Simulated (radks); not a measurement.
The numbers below are computed, except where a source is named.
How relativity changes the ionisation of neutral thulium ([Xe] 4f13 6s2) to Tm+ ([Xe] 4f13 6s1). Spin-unpolarised spherical Kohn-Sham, PBE, point nucleus unless stated (finite: rms radius 5.2256 fm), a radial shooting solver on a logarithmic mesh with Libxc functionals. A level marked "c x" has the speed of light scaled by that factor and shares open shells by 2j + 1; other Dirac levels either fill j = l - 1/2 first or share by 2j + 1.

| level | E(Tm) (hartree) | E(Tm+) (hartree) | IE (eV) | HOMO | <r> HOMO (bohr) |
|---|---|---|---|---|---|
| non-rel. | -12943.9098 | -12943.6904 | 5.969 | 6s | 4.286 |
| scalar-rel. | -13567.4694 | -13567.2321 | 6.457 | 4f | 0.8113 |
| scalar-rel., finite nucleus | -13566.0063 | -13565.7690 | 6.456 | 4f | 0.8113 |
| Dirac, 2j+1 shares | -13582.1631 | -13581.9257 | 6.461 | 4f7/2 | 0.8236 |
| Dirac, low j first | -13582.1820 | -13581.9445 | 6.461 | 4f7/2 | 0.8243 |
| Dirac, 2j+1 shares, finite nucleus | -13580.6890 | -13580.4516 | 6.460 | 4f7/2 | 0.8236 |
| Dirac, c x 1.25 | -13332.2035 | -13331.9739 | 6.249 | 6s1/2 | 4.097 |
| Dirac, c x 1.5 | -13206.6897 | -13206.4636 | 6.153 | 6s1/2 | 4.159 |
| Dirac, c x 5 | -12966.4052 | -12966.1853 | 5.984 | 6s1/2 | 4.275 |

NIST Atomic Spectra Database: 6.184 eV (measured). The relativistic part of the total energy of Tm is -636.8 hartree (Dirac, 2j+1 shares, finite nucleus), 4.9 % of the non-relativistic value. Spin polarisation and multiplet splitting of open shells are left out at every level.

Beside tabulated values, note that relativity, absent from the non-relativistic runs, is large for the heavy elements, and spin-unpolarised runs miss the spin-polarisation part of the exchange energy of open shells.
